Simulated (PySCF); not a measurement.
GeF3Br, SMILES [F][Ge]([F])([F])[Br]. The structure is a stationary point at PBE0-D3(BJ)/def2-SVP.

Calculation: PBE0-D3(BJ)/def2-SVP (PySCF).

Harmonic wavenumbers (cm⁻¹): 151, 151, 237, 237, 240, 359, 739, 786, 786. Rotational constants (GHz): 3.527, 1.270, 1.270; symmetry number 3.

Question: Work out the zero-point energy and the ideal-gas rigid-rotor harmonic-oscillator thermochemistry at 298.15 K and 1 atm.

Answer: ZPE = ½ Σ hcν = ½ × 3686 cm⁻¹ = 5.27 kcal/mol. H − E(el) = 9.78 kcal/mol. Entropy in cal/(mol K): translation 41.92, rotation 26.24, vibration 12.60, total 80.77. G − E(el) = -14.30 kcal/mol. Cp = 20.76 cal/(mol K).
